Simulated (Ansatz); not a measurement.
```yaml
crystal:
  periodic: [false, false, false]
  atoms:
    - {symbol: S, position_ang: [-1.560657, -0.287915, -0.054287]}
    - {symbol: Si, position_ang: [0.265460, 0.825596, -0.038772]}
    - {symbol: Zn, position_ang: [-1.285794, -0.802868, -0.952796]}
    - {symbol: H, position_ang: [-1.335794, -0.852868, -1.252796]}
    - {symbol: H, position_ang: [0.316499, 1.796246, -1.160786]}
    - {symbol: H, position_ang: [0.261222, 1.543101, 1.257991]}
    - {symbol: H, position_ang: [1.446721, -0.071472, -0.118877]}
basis:
  gaussian: {orbitals: def2-TZVPD}
hamiltonian: {xc: {name: wPBEh}}
output: {forces: true}
```

```sh
$ ansatz run in.yaml --threads 2 --pin off --events-out ev --progress --plain --max-ram 4352MiB
```

Shortened log:

```
Functional definition: wPBEh
1352 factors; their error is unknown
124 factors; integrals over basis functions are off by at most 7.6e-6 eV
mean field evaluation 1: about -66869.8368 eV, gradient 1.0e2 eV
mean field evaluation 2: about -66861.7670 eV, gradient 1.5e2 eV
mean field evaluation 4: about -66875.8640 eV, gradient 5.3e0 eV
mean field evaluation 8: about -66875.7285 eV, gradient 1.1e-1 eV
mean field evaluation 16: about -66875.8457 eV, gradient 2.0e-4 eV
mean field -66875.84567017 eV, -2457.6419983025 hartree, gradient 3.2e-5 eV, S^2 0.000000; 0 other end points of the search recorded, 0 dependent functions left out
reference -66875.84572557 eV, -2457.6420003384 hartree; 32, 32 occupied and 144, 144 virtual orbitals, 1352 factors
Total energy: -66875.84572557 eV, -2457.6420003384 hartree
Atom 0 at    -1.560657    -0.287915    -0.054287 Å, force   -58.898963   112.469607   196.620236 eV/Å
Atom 1 at     0.265460     0.825596    -0.038772 Å, force     1.001031     1.459627     1.124037 eV/Å
Atom 2 at    -1.285794    -0.802868    -0.952796 Å, force   390.202722   222.875647  1809.697175 eV/Å
Atom 3 at    -1.335794    -0.852868    -1.252796 Å, force  -332.035079  -336.451526 -2007.248918 eV/Å
Atom 4 at     0.316499     1.796246    -1.160786 Å, force    -0.194271    -0.151944    -0.026023 eV/Å
Atom 5 at     0.261222     1.543101     1.257991 Å, force     0.071675    -0.065829    -0.096687 eV/Å
Atom 6 at     1.446721    -0.071472    -0.118877 Å, force    -0.147116    -0.135583    -0.069821 eV/Å
Dipole moment:     0.231023     0.236073     0.302388 e Å
```

In this input one atom was put on top of another. Self-consistency was reached. The result belongs to that input, not to the molecule as meant.
